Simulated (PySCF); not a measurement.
Species: C8H16NP.
Numbering: `[CH3:1][N:2]=[P@:3]12[CH2:4][CH2:5][CH2:6][C@H:7]1[CH2:8][CH2:9][CH2:10]2` (hydrogens: H11, H12, H13 on C1; H14, H15 on C4; H16, H17 on C5; H18, H19 on C6; H20 on C7; H21, H22 on C8; H23, H24 on C9; H25, H26 on C10)

Computed with PySCF at PBE0/pcSseg-1, non-relativistic, on one gas-phase PBE0-D3(BJ)/def2-SVP geometry that isn't relaxed in the solvent. The solvent is an IEF-PCM continuum (Bondi radii, 1.10 Å for H, scaled by 1.2). Only the electrostatic response of the medium enters.

Gas phase at PBE0/pcSseg-1: HOMO -5.52 eV, LUMO 1.01 eV, dipole 3.43 D.

Question: What does the continuum do to the energy, the frontier levels and the dipole at PBE0/pcSseg-1 in chloroform and water?

Answer: 
```
   solvent      ε  E(solvent) − E(gas) (kJ/mol)  polarisation term (kJ/mol)  distortion of the solute (kJ/mol)  HOMO (eV)  LUMO (eV)  dipole (D)
chloroform  4.711                        -21.89                      -25.24                               3.35      -5.69       1.21        4.41
     water  78.36                        -32.08                      -39.68                               7.60      -5.79       1.26        4.92
```

The polarisation term is half the interaction of the solute with the surface charges that it induces; the rest is the cost of distorting the solute's density. The sum is the electrostatic part of solvation alone. From chloroform to water the lowering changes by a factor 1.47, Onsager's factor (ε − 1)/(2ε + 1) by 1.38 and ε itself by 16.6.

Question: Which radius a makes the point-dipole formula ΔE = −[(ε − 1)/(2ε + 1)]·μ²/a³ give the value in water, with the gas-phase dipole?

Answer: μ = 1.348 au and |ΔE| = 0.01222 Eh give a = 2.21 Å; the farthest nucleus lies 4.18 Å from the centroid of the nuclei, so such a sphere wouldn't even hold the nuclei. The formula assumes a rigid point dipole at the centre of a sphere.

Question: Which Hirshfeld charges (PBE0/pcSseg-1) respond most in chloroform (means over atoms taken as equivalent)?

Answer: 
| atoms | environment | gas (e) | solvent (e) | change |
| --- | --- | --- | --- | --- |
| N2 | nitrogen bonded to C and P | -0.336 | -0.370 | -0.034 |
| C1 | N-methyl carbon | -0.090 | -0.097 | -0.007 |
| H15/H26 | methylene hydrogen | +0.045 | +0.050 | +0.005 |
| H17/H24 | methylene hydrogen | +0.037 | +0.041 | +0.004 |
| H19/H21 | methylene hydrogen | +0.037 | +0.040 | +0.003 |
| C7 | sp3 carbon bound to phosphorus | -0.075 | -0.072 | +0.003 |
| H16/H23 | methylene hydrogen | +0.041 | +0.043 | +0.002 |
| C4/C10 | sp3 carbon bound to phosphorus | -0.112 | -0.111 | +0.001 |

Question: Which Mayer bond orders change most in chloroform?

Answer: 
```tsv
bond	length (Å)	gas	solvent	change
N2–P3	1.566	1.747	1.701	-0.046
P3–C4	1.858	0.865	0.881	+0.016
C7–P3	1.883	0.804	0.820	+0.016
C10–P3	1.826	0.960	0.968	+0.008
C1–N2	1.434	1.006	1.001	-0.005
C10–H26	1.099	0.937	0.932	-0.005
C4–H15	1.103	0.926	0.922	-0.004
C4–H14	1.100	0.940	0.937	-0.003
```
